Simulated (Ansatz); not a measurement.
The same ligand exchange along the group Si, Ge, Sn.

Computed with Ansatz on PBE0-D4/def2-TZVP structures; ΔE is electronic, products minus reactants. CCSD(T)/CBS adds triple-zeta CCSD(T) − MP2 to the extrapolated MP2 energy (def2 sets, frozen cores). Small cases extrapolate CCSD(T) itself. Functionals use def2-TZVPP. def2 core potentials past Kr. For Ge, Sn outer-core shells are correlated without core-valence functions, which leaves a few kJ/mol of doubt a bond. Scalar relativity is left out up to krypton. Each species was taken in one conformer, which may not be the lowest.

```tsv
reaction	B2PLYP (kJ/mol)	B97M-V (kJ/mol)	HF/CBS(def2) (kJ/mol)
`O[Si]S` + NH₃ → `N[Si]S` + H₂O	21	23	21
`[OH][Ge][SH]` + NH₃ → `[NH2][Ge][SH]` + H₂O	21	26	20
`[OH][Sn][SH]` + NH₃ → `[NH2][Sn][SH]` + H₂O	25	30	23
```

Question: Give the CCSD(T)/CBS values in the same order. (Best estimate.)

Answer: Ansatz gave: 15, 14, 19 kJ/mol.

Largest T1 diagnostic: 0.017, for `[OH][Sn][SH]`.

Extrapolated directly: `O[Si]S` + NH₃ → `N[Si]S` + H₂O.
